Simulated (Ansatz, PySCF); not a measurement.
Ways to break one bond of N[Si](N)(N)O:

A. N[Si](N)(N)O → [NH][Si](N)(N)O + H atom
B. N[Si](N)(N)O → [NH2] (NH2) + N[Si](N)O
C. N[Si](N)(N)O -> N[Si](N)N + [OH] (HO)

Quantity: bond dissociation energy (enthalpy at 298 K, with B3LYP-D3(BJ) rigid-rotor harmonic-oscillator terms from PySCF), kJ/mol. Each molecule is optimised on its own at B3LYP-D3(BJ)/def2-TZVP (Ansatz, a quantum-chemistry and plane-wave program), one conformer each, not searched for the lowest. Correlated levels leave the core frozen unless marked. UHF or UKS for open shells. Spin-orbit coupling is left out. No relativistic terms. CBS marks a two-point X^-3 extrapolation of the correlation energy; Hartree-Fock from the larger set.

|  | r2SCAN/def2-TZVPD (Ansatz) | PBE0/def2-TZVPD (Ansatz) | BHLYP/def2-TZVPD (Ansatz) | CCSD(T)/CBS(cc-pV(T+d)Z,cc-pV(Q+d)Z) (Ansatz) |
|---|---|---|---|---|
| A | 440.0 | 447.3 | 444.4 | 471.3 |
| B | 442.3 | 449.4 | 446.3 | 484.0 |
| C | 538.8 | 537.4 | 532.8 | 579.0 |
